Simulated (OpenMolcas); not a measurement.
W2+.

| Quantity | Value |
| --- | --- |
| Program | OpenMolcas |
| Basis | ANO-RCC-VQZP [9s8p6d4f3g2h] |
| Scalar Hamiltonian | DKH2, point nucleus |
| Active space | 4 electrons in 5 orbitals (5d) |
| State averaging | 2S+1 = 5 even, 5 roots; 2S+1 = 3 even, 45 roots; 2S+1 = 1 even, 50 roots |
| Spin-orbit coupling | state interaction with AMFI integrals over the reference wave functions, term energies averaged over their components |

Two sets of levels on these reference wave functions, in cm⁻¹ above 5d⁴ ⁵D₀: one from CASSCF and one from MS-CASPT2, IPEA 0.25 Eh, imaginary shift 0.1 Eh (closed shells correlated: 5s 5p).

```tsv
Level	Set 1	Set 2
5d⁴ ⁵D₀ [69 %]	0.0	0.0
5d⁴ ⁵D₁	1667	2390
5d⁴ ⁵D₂	3650	4710
5d⁴ ⁵D₃	5580	6620
5d⁴ ⁵D₄	7380	8100
5d⁴ ³P₀(1) [59 %]	15120	11910
5d⁴ ³H₄ [59 %]	16370	14620
5d⁴ ³H₅	19350	17780
5d⁴ ³G₃ [55 %]	19720	17150
5d⁴ ³P₁(1)	19870	15800
5d⁴ ³F₂(1) [72 %]	20600	17000
5d⁴ ³H₆	20920	19310
5d⁴ ³P₂(1) [68 %]	24730	20240
5d⁴ ³F₃(1) [57 %]	25490	22640
5d⁴ ³G₅	27400	25260
5d⁴ ³D₃ [71 %]	28190	24460
```

Problem. Which set is which?

Solution. Set 2 is MS-CASPT2. Its levels of the other terms of 5d⁴ lie at 0.79 to 0.92 of the other set's values, as expected, since terms of lower spin or lower L gain more correlation energy than the Hund ground term. Against 6 measured levels (NIST levels as listed in McCann et al., Mon. Not. R. Astron. Soc. 538, 537 (2025)) the mean absolute deviation is 680 cm-1 with it and 1700 cm-1 without; single levels miss by up to 2900 cm-1 with it.

CASPT2 breaks the degeneracy within a term, and the mean is taken; among the terms shown or strongly mixed into the levels shown the widest spread is 1200 cm-1 (5d⁴ ¹I, MS-CASPT2). Over all roots computed the reference weight is 0.90 to 0.95 in MS-CASPT2; the roots of lowest weight are the least certain, and an intruder state may touch them. Configurations with an s electron lie low in 5d ions of this charge, fall among these levels and mix in, so low-spin terms can stand far too high, up to twice their true height, and weights are not those of the real levels. Without dynamic correlation excited terms often stand tens of per cent too high (terms of higher spin than the ground term too low), and those without a measured partner can miss by more than the paired ones (holds for CASSCF). The CASPT2 spread within a term exceeds the gap to the next term for 5d⁴ ¹I and 5d⁴ ³D, 5d⁴ ³D and 5d⁴ ¹G(1), 5d⁴ ¹G(1) and 5d⁴ ¹D(1), so the order of their levels is uncertain (holds for MS-CASPT2). Some terms miss by over 15 % even with CASPT2, which points to a basis or an active space too small for the shells correlated (holds for MS-CASPT2). Computed and measured levels are paired by configuration, term and J; levels that our copy of the source lacks, or whose pairing is in doubt (as where it misses far off the trend of its configuration), stay unpaired and out of the deviations. Levels of configurations outside the active space are missing. Levels that lie high or do not pair safely by name in every column are left out.

A share in square brackets marks a mixed level and gives the weight of the term that names it, the lowest over the columns. A number in round brackets counts repeated terms of one configuration in the order of the reference energies.
